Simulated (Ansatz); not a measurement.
Relaxation of Se₆⁺ with UKS PBE0-D4/def2-SVP.

```sh
$ ansatz run in.yaml --threads 4 --pin off --events-out ev --progress --plain --max-ram 4787MiB
```

```yaml
crystal:
  periodic: [false, false, false]
  atoms:
    - {symbol: Se, position_ang: [0.838510, 1.816700, -0.544520]}
    - {symbol: Se, position_ang: [-1.920220, -0.401140, 0.713370]}
    - {symbol: Se, position_ang: [-1.391500, 1.873350, 0.264520]}
    - {symbol: Se, position_ang: [-0.851040, -1.625470, -0.962490]}
    - {symbol: Se, position_ang: [1.929600, 0.215220, 0.760050]}
    - {symbol: Se, position_ang: [1.394650, -1.878660, -0.230930]}
basis:
  gaussian: {orbitals: def2-SVP}
total_charge: 1
magnetization: {spin_polarized: true, initial_magnetization: 1}
hamiltonian: {xc: pbe0, dispersion: d4}
scf: {lower_state_search: "off"}
output: {orbitals: {seedname: orbitals}}
relax: {f_tol: 0.02, max_steps: 100}
```

Hardware: 4 threads of Arm Neoverse V1 on a shared host. Wall time 3.1 min, peak host memory 1.5 GiB.

Positions (Å) and forces (eV/Å) at steps 1, 2, 3, 4, 5, 6, 7, 8, 9, 10, 12 of 12:

```xyz
6
step=1 energy=-391998.4006 eV
Se    0.839    1.817   -0.545    0.119   -0.608   -0.108
Se   -1.920   -0.401    0.713    0.553   -0.290   -0.027
Se   -1.391    1.873    0.265    0.138   -0.179   -0.004
Se   -0.851   -1.625   -0.962   -0.107    0.613    0.048
Se    1.930    0.215    0.760   -0.557    0.289    0.051
Se    1.395   -1.879   -0.231   -0.145    0.176    0.039
6
step=2 energy=-391998.6091 eV
Se    0.827    1.675   -0.678    0.140   -0.124    0.185
Se   -1.766   -0.454    0.815    0.044   -0.161   -0.234
Se   -1.332    1.799    0.261   -0.031    0.076    0.025
Se   -0.841   -1.455   -1.056   -0.135    0.063    0.204
Se    1.776    0.241    0.873   -0.036    0.210   -0.188
Se    1.335   -1.806   -0.215    0.019   -0.064    0.008
6
step=3 energy=-391998.6165 eV
Se    0.836    1.686   -0.664    0.026   -0.079    0.030
Se   -1.780   -0.459    0.797    0.036   -0.056   -0.067
Se   -1.332    1.803    0.266   -0.024    0.048    0.028
Se   -0.850   -1.471   -1.047   -0.022    0.070    0.047
Se    1.793    0.250    0.858   -0.037    0.072   -0.053
Se    1.334   -1.809   -0.211    0.022   -0.054    0.015
6
step=4 energy=-391998.6196 eV
Se    0.826    1.674   -0.673    0.002   -0.032    0.016
Se   -1.790   -0.463    0.788    0.028   -0.033   -0.064
Se   -1.331    1.806    0.282    0.016    0.018    0.045
Se   -0.840   -1.456   -1.053    0.002    0.025    0.021
Se    1.802    0.256    0.851   -0.030    0.051   -0.055
Se    1.332   -1.817   -0.196   -0.017   -0.030    0.038
6
step=5 energy=-391998.6035 eV rejected
Se    0.728    1.565   -0.772   -0.288    0.419    0.310
Se   -1.881   -0.516    0.688    0.068    0.308   -0.173
Se   -1.300    1.837    0.468    0.540   -0.554   -0.111
Se   -0.742   -1.322   -1.126    0.302   -0.513    0.189
Se    1.895    0.331    0.762   -0.072   -0.243   -0.232
Se    1.299   -1.896   -0.019   -0.550    0.583    0.018
6
step=6 energy=-391998.6408 eV
Se    0.796    1.656   -0.711   -0.190    0.060   -0.081
Se   -1.818   -0.492    0.734   -0.072    0.167    0.031
Se   -1.302    1.816    0.371    0.115   -0.167    0.062
Se   -0.811   -1.429   -1.088    0.192   -0.039   -0.098
Se    1.832    0.298    0.805    0.066   -0.162   -0.014
Se    1.303   -1.848   -0.111   -0.110    0.141    0.100
6
step=7 energy=-391998.6726 eV
Se    0.750    1.609   -0.766   -0.265    0.168    0.128
Se   -1.869   -0.520    0.689    0.009    0.218   -0.109
Se   -1.269    1.806    0.462    0.304   -0.298   -0.003
Se   -0.765   -1.367   -1.131    0.274   -0.213    0.076
Se    1.883    0.335    0.764   -0.014   -0.175   -0.154
Se    1.270   -1.864   -0.018   -0.307    0.299    0.062
6
step=8 energy=-391998.7395 eV
Se    0.701    1.608   -0.817   -0.231    0.102    0.290
Se   -1.917   -0.543    0.610    0.040    0.166   -0.162
Se   -1.191    1.765    0.584    0.280   -0.253   -0.128
Se   -0.717   -1.355   -1.180    0.235   -0.178    0.253
Se    1.929    0.378    0.694   -0.043   -0.123   -0.193
Se    1.194   -1.854    0.110   -0.281    0.286   -0.061
6
step=9 energy=-391998.7909 eV
Se    0.630    1.674   -0.812   -0.031   -0.092   -0.152
Se   -1.986   -0.521    0.454   -0.184    0.007    0.111
Se   -1.084    1.692    0.736   -0.081   -0.038    0.017
Se   -0.647   -1.425   -1.192    0.024    0.157   -0.114
Se    1.993    0.397    0.540    0.190   -0.034    0.098
Se    1.093   -1.817    0.274    0.081   -0.001    0.040
6
step=10 energy=-391998.8018 eV
Se    0.631    1.651   -0.816   -0.025   -0.064    0.048
Se   -2.007   -0.531    0.468   -0.004    0.010   -0.025
Se   -1.099    1.684    0.724    0.034    0.010   -0.010
Se   -0.644   -1.389   -1.194    0.000   -0.007    0.021
Se    2.024    0.394    0.543   -0.002    0.038   -0.004
Se    1.094   -1.810    0.276   -0.004    0.013   -0.029
6
step=12 energy=-391998.8025 eV
Se    0.627    1.644   -0.818    0.000   -0.004    0.001
Se   -2.019   -0.525    0.458    0.005   -0.003   -0.003
Se   -1.090    1.680    0.732   -0.001    0.003    0.001
Se   -0.642   -1.390   -1.189   -0.003   -0.001    0.003
Se    2.024    0.399    0.543    0.004    0.005    0.003
Se    1.100   -1.808    0.274   -0.005    0.000   -0.004
```

The structure comes from a short search, and lower isomers may exist.
